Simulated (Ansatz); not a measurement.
`[F][Ga]([F])[SeH]`, 5 atoms. The species carries charge 0 and has multiplicity 1. Correlated methods include outer-core shells of Ga, Se, which these sets cover unevenly. Scalar relativity is left out up to krypton. Hardware: A = 2 threads of an AMD EPYC 7R13 on a shared host; B = 2 threads of an AMD EPYC 7R13 on a shared host and a share of an NVIDIA H100 80 GB. Correlated methods freeze the cores. Open-shell runs search over several starts.

**Question.** Give the basis size and wall time and peak host memory of each of these runs in Ansatz. RKS B3LYP-D4/def2-TZVPP energy and forces [A]; UKS ωB97M-V/def2-TZVPP energy of the cation [A]; RKS ωB97M-V/def2-QZVPP energy [B]; UKS PBE0-D4/def2-TZVPP energy of the cation [A]; UKS B3LYP-D4/def2-TZVPP energy of the cation [A]; direct RPA on PBE orbitals/def2-TZVPP energy [A]; UHF-CCSD(T)/def2-TZVPP energy of the cation [B]; RHF-CCSD(T)/def2-QZVPP energy [B]; RKS PBE0-D4/def2-TZVP relaxation (6 steps) [A]; RHF-CCSD(T)/def2-TZVPP energy [B]; RKS PBE0-D4/def2-TZVP frequencies [A]; UHF-MP2/def2-QZVPP energy of the cation [B]. (An estimate is asked.)

**Answer.** The calculation gave: Other jobs shared the machine, so times are rough.

| level | job | functions | wall time | peak host memory (GiB) |
| --- | --- | --- | --- | --- |
| RKS B3LYP-D4/def2-TZVPP | energy and forces [A] | 172 | 4.6 s | 0.47 |
| direct RPA on PBE orbitals/def2-TZVPP | energy [A] | 172 | 5.5 s | 0.38 |
| RHF-CCSD(T)/def2-TZVPP | energy [B] | 172 | 6 s | 0.77 |
| RKS ωB97M-V/def2-QZVPP | energy [B] | 322 | 7 s | 0.9 |
| UHF-MP2/def2-QZVPP | energy of the cation [B] | 322 | 8.5 s | 0.87 |
| UKS PBE0-D4/def2-TZVPP | energy of the cation [A] | 172 | 9 s | 0.65 |
| UKS B3LYP-D4/def2-TZVPP | energy of the cation [A] | 172 | 10 s | 0.65 |
| UHF-CCSD(T)/def2-TZVPP | energy of the cation [B] | 172 | 10 s | 0.8 |
| RHF-CCSD(T)/def2-QZVPP | energy [B] | 322 | 12 s | 1.4 |
| UKS ωB97M-V/def2-TZVPP | energy of the cation [A] | 172 | 20 s | 0.89 |
| RKS PBE0-D4/def2-TZVP | relaxation (6 steps) [A] | 164 | 36 s | 0.46 |
| RKS PBE0-D4/def2-TZVP | frequencies [A] | 164 | 2.5 min | 0.46 |

B3LYP here is the variant with VWN-RPA as its local correlation; programs differ in this.
